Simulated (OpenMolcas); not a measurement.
S+: effect of the IPEA shift

```
Program             : OpenMolcas 26.06
Basis               : ANO-RCC-VTZP [5s4p2d1f]
Scalar Hamiltonian  : DKH2, point nucleus
Active space        : 5 electrons in 9 orbitals (RAS2 3s 3p; RAS3 3d, at most 2 electrons)
State averaging     : 2S+1 = 4 odd, 1 root; 2S+1 = 2 odd, 8 roots; 2S+1 = 4 even, 3 roots; 2S+1 = 2 even, 9 roots
Spin-orbit coupling : state interaction with AMFI integrals over the reference wave functions, term energies averaged over their components
```

Methods on the same reference wave functions:
A. RASSCF
B. SS-RASPT2, IPEA 0 Eh, imaginary shift 0.1 Eh (closed shells correlated: 2s 2p)
C. SS-RASPT2, IPEA 0.25 Eh, imaginary shift 0.1 Eh (closed shells correlated: 2s 2p)

Energies in cm⁻¹ above 3s² 3p³ ⁴S°_3/2, the measured ground level; measured values from NIST Handbook of Basic Atomic Spectroscopic Data.

| Level | A | B | C | Measured |
| --- | --- | --- | --- | --- |
| 3s² 3p³ ⁴S°_3/2 | 0.0 | 0.0 | 0.0 | 0.0 |
| 3s² 3p³ ²D°_3/2 | 18127 | 15460 | 15550 | 14853 |
| 3s² 3p³ ²D°_5/2 | 18148 | 15480 | 15570 | 14885 |
| 3s² 3p³ ²P°_1/2 | 28357 | 25520 | 25660 | 24525 |
| 3s² 3p³ ²P°_3/2 | 28373 | 25540 | 25680 | 24572 |
| 3s 3p⁴ ⁴P_5/2 | 79533 | 79240 | 79340 | 79395 |
| 3s 3p⁴ ⁴P_3/2 | 79860 | 79570 | 79670 | 79757 |
| 3s 3p⁴ ⁴P_1/2 | 80052 | 79760 | 79860 | 79963 |
| 3s 3p⁴ ²D_3/2 | 102931 | 99860 | 100250 | 97891 |
| 3s 3p⁴ ²D_5/2 | 102939 | 99870 | 100260 | 97919 |

Deviations, from unrounded energies. A percentage is the sum of absolute deviations over the sum of measured energies, with the sign that they share, or ± where signs differ.

| Against measurement | Levels | A | B | C |
| --- | --- | --- | --- | --- |
| mean absolute deviation (cm-1) | 9 | 2700 | 850 | 950 |
| other terms of the ground configuration (%) | 4 | +18.0 | +4.0 | +4.6 |
| other configurations (%) | 5 | +2.4 | ±1.0 | ±1.1 |

B lies closest to measurement on these levels and A furthest from it. The largest miss of B in the table is 3s 3p⁴ ²D_3/2, by +2000 cm-1. The ranking rests on the paired levels alone, and a cruder setting can come out closer through cancelling errors.

Between B and C the level of the table that moves most is 3s 3p⁴ ²D_3/2, by 390 cm-1 (lowest in B, highest in C). Moves below CASPT2's spread within the term are not significant.

From A to B the spin-free energies of the other terms of 3s² 3p³ shown, above ⁴S°, scale by factors of 0.85 to 0.90.

The lowest spin-free term lies below A's lowest term by 0.045 hartree in B, 0.044 hartree in C.

Term energies are means over components that CASPT2 splits; among the terms shown or strongly mixed into the levels shown the widest spread is 49 cm-1 (3s 3p⁴ ²D, C). The run also gave levels led by 3s² 3p² 3d, which use shells meant for correlation; these and all levels above them are left out. Some terms mix strongly with configurations of 3d, whose occupation reaches 0.36 (3s 3p⁴ ⁴P, 3s 3p⁴ ²D). Without dynamic correlation excited terms often stand tens of per cent too high (terms of higher spin than the ground term too low), and those without a measured partner can miss by more than the paired ones (holds for A). Computed and measured levels are paired by configuration, term and J; levels that our copy of the source lacks, or whose pairing is in doubt (as where it misses far off the trend of its configuration), stay unpaired and out of the deviations. Only configurations of the active space appear. The table leaves out levels that lie high or whose names do not pair safely across all columns.

° marks odd parity.
